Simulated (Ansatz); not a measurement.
Loss of H2O: CH6GeO3 → CH4GeO2 + H2O

Species: CH6GeO3 `C[O][GeH]([OH])[OH]`, singlet; CH4GeO2 `C[O][Ge][OH]`, singlet; H2O `O`, singlet. 

Shapes, held fixed at every level: PBE0-D4/def2-TZVP. Flexible molecules stand in one conformer, not always the lowest. Programs: Ansatz 0.2.0. The zero-point and thermal change to 298 K, harmonic and unscaled (PBE0-D4/def2-TZVP), is +1.0 kJ/mol.

```json
{"level": "HF/def2-TZVPP", "kind": "Hartree–Fock", "ΔH(298 K) (kJ/mol)": "+102.7", "less CCSD(T)/def2-TZVPP": "+4.5"}
{"level": "PBE-D4/def2-TZVPP", "kind": "GGA", "ΔH(298 K) (kJ/mol)": "+62.4", "less CCSD(T)/def2-TZVPP": "-35.8"}
{"level": "B3LYP-D4/def2-TZVPP", "kind": "global hybrid", "ΔH(298 K) (kJ/mol)": "+63.2", "less CCSD(T)/def2-TZVPP": "-35.0"}
{"level": "BHLYP-D4/def2-TZVPP", "kind": "global hybrid", "ΔH(298 K) (kJ/mol)": "+89.2", "less CCSD(T)/def2-TZVPP": "-9.0"}
{"level": "wB97X-V/def2-TZVPP", "kind": "range-separated hybrid", "ΔH(298 K) (kJ/mol)": "+95.1", "less CCSD(T)/def2-TZVPP": "-3.1"}
{"level": "MP2/def2-SVP", "kind": "perturbation theory", "ΔH(298 K) (kJ/mol)": "+112.6", "less CCSD(T)/def2-TZVPP": "+14.4"}
{"level": "CCSD/def2-TZVPP", "kind": "coupled cluster or CI", "ΔH(298 K) (kJ/mol)": "+99.8", "less CCSD(T)/def2-TZVPP": "+1.6"}
{"level": "CCSD(T)/def2-TZVPP", "kind": "coupled cluster or CI", "ΔH(298 K) (kJ/mol)": "+98.2", "less CCSD(T)/def2-TZVPP": "0.0"}
```

The highest level, CCSD(T)/def2-TZVPP, gives ΔH(298 K) = +98.2 kJ/mol; the levels span +62.4 to +112.6. The column of differences is taken from that level and isn't an error. No measured value is set beside it here. Relativity is left out for Ge unless named. Correlated rows may include outer-core shells of Ge, which these sets cover unevenly.
